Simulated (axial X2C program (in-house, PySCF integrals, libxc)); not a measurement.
Potential curves of YS, 2c

All values were computed with an in-house relativistic program for diatomic molecules. Two-component (2c) means X2C with spin–orbit coupling and atomic mean-field two-electron Coulomb and Gaunt terms. Basis: Y dyall-cv3z [11s12p9d6f3g], S dyall-av3z [9s8p3d2f] (cores contracted in-house); Gaussian nuclei, density fitting, unrestricted open shells. Masses: Y 88.906 u, S 31.972 u.

State: Ω = 1/2 (⟨Sz⟩ = 0.50, ⟨Lz⟩ = 0.00 at HF). Energies in kJ/mol from the lowest point of each curve. Fits are polynomials in 1 − R0/R over 0.85 to 1.23 times the lowest point R0.

| R (Å) | HF | PBE50 | CCSD | PBE0 |
| --- | --- | --- | --- | --- |
| 1.9740 | 164.20 | 125.27 |  | 128.72 |
| 2.0648 | 75.59 | 51.07 | 76.06 | 54.10 |
| 2.1329 | 34.37 | 19.22 | 35.31 | 21.55 |
| 2.2009 | 10.31 | 3.30 | 11.05 | 4.62 |
| 2.2690 | 0.00 | 0.00 | 0.00 | 0.00 |
| 2.3484 | 1.74 | 8.54 | 0.26 | 6.65 |
| 2.4278 | 14.90 | 27.15 | 11.36 | 23.01 |
| 2.5299 | 44.00 | 61.48 | 37.12 | 54.01 |
| 2.6547 | 91.89 | 113.41 |  | 101.31 |
| 2.8363 | 173.07 | 197.61 |  | 178.16 |

Correlated methods: 9 electrons correlated (number of frozen shells: Y 4 s, 3 p, 1 d; S 2 s, 1 p), 309 virtual spin orbitals or spinors in MP2, 90 natural virtuals in coupled cluster.

One determinant describes the state; a PBE0 search over occupations chose it and may have missed a lower one. Density functionals use the spin component along the axis (collinear). CCSD ran in a truncated set of natural virtual spinors with an MP2 remainder; without triples it tends to underbind. The outer-core s and p shells of the metal are frozen in the correlated rows, which leaves out core–valence correlation; for alkali and alkaline-earth bonds that tends to lengthen them. With the outer-core shells frozen, correlated bond lengths of heavy atoms tend to come out a few hundredths of an ångström too long. Coupled cluster ran on the points near the minimum only. MP2 and coupled cluster on one determinant become unreliable at the stretched end.

Problem. Fit the HF curve near its minimum: give the equilibrium distance and the harmonic wavenumber.

Solution. At HF, 2c: Re = 2.297 Å, ωe ≈ 508 cm⁻¹; Be follows as 0.136 cm⁻¹.

Problem. Fit the PBE50 curve near its minimum: give the equilibrium distance and the harmonic wavenumber.

Solution. At PBE50, 2c: Re = 2.255 Å, ωe ≈ 519 cm⁻¹; Be follows as 0.141 cm⁻¹.

Problem. Fit the CCSD curve near its minimum: give the equilibrium distance and the harmonic wavenumber.

Solution. At CCSD, 2c: Re = 2.306 Å, ωe ≈ 488 cm⁻¹; Be follows as 0.135 cm⁻¹.

Problem. Fit the PBE0 curve near its minimum: give the equilibrium distance and the harmonic wavenumber.

Solution. At PBE0, 2c: Re = 2.265 Å, ωe ≈ 503 cm⁻¹; Be follows as 0.14 cm⁻¹.
